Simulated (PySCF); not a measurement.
Problem. Give a PBE0-D3(BJ)/def2-SVP geometry of `C=C(Cl)/C(Cl)=C/Br`.

Solution. 
```
atom  x, y, z in Å
C1    -1.8786   -1.0192   -0.6609
C2    -0.9420   -0.6702    0.2281
Cl3   -1.2860   -0.8358    1.9272
C4     0.3916   -0.1439   -0.1004
Cl5    0.7420    0.0247   -1.7828
C6     1.3034    0.1938    0.8285
Br7    2.9955    0.8599    0.4647
H8    -2.8435   -1.4020   -0.3278
H9    -1.6816   -0.9226   -1.7285
H10    1.0711    0.0832    1.8872
```

Any rigid rotation of these coordinates is as good. Atoms count from 1 in this order. Of the pairs four or more bonds apart, Cl3···H10 is among the closest relative to their van der Waals radii: 2.53 Å, 86 % of the sum of Bondi's values. The C–C distances run from 1.338 Å (C1=C2, drawn double) to 1.471 Å (C2–C4, drawn single), a spread of 0.133 Å. The 7 heavy atoms lie in one plane (0.000 Å rms).

Bonds between heavy atoms (Å): C1=C2 1.338, C2–Cl3 1.741, C2–C4 1.471, C4–Cl5 1.727, C4=C6 1.345, C6–Br7 1.855.

Computed, not measured: PBE0-D3(BJ)/def2-SVP geometry optimisation, gas phase (PySCF).

Point group: Cs (tolerance 0.08 Å). Not checked by PBE0-D3(BJ)/def2-SVP frequencies. One conformer, not necessarily the lowest (C1–C2–C4–Cl5 0°).
